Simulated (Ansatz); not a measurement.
System: BH2, charge 1, singlet. BH2+ (parent SMILES [BH2], singlet).
B3LYP-D3(BJ)/def2-TZVP minimum from Ansatz (a quantum-chemistry and plane-wave program):
```
B
H 1 1.1744
H 1 1.1744 2 180.00
```
Charge +1, spin multiplicity 1.

Total energies in aug-cc-pVTZ, 4 correlated electrons, 1 frozen orbitals. UHF or UKS for unpaired electrons; spin-orbit terms are left out. Correlated methods leave the cores frozen. No relativity. The spin of H2B+ (parent SMILES [BH2], singlet) was assumed, and the state is the lowest solution found for it.

| method | program | energy (Eh) | error against FCI (mEh) |
|---|---|---|---|
| HF | Ansatz | -25.47907 | 86.99 |
| MP2 | Ansatz | -25.54816 | 17.90 |
| CCSD | Ansatz | -25.56484 | 1.22 |
| CCSD(T) | Ansatz | -25.56580 | 0.26 |
| CCSDT(Q) | Ansatz | -25.56606 | 0.01 |
| CCSDTQ | Ansatz | -25.56606 | 0.00 |
| FCI | Ansatz | -25.56606 | 0.00 |

Rough core times of Ansatz's runs on a shared machine: CCSD(T) under 20 s, CCSDT(Q) under 20 s, CCSDTQ 2 min, FCI under 20 s.
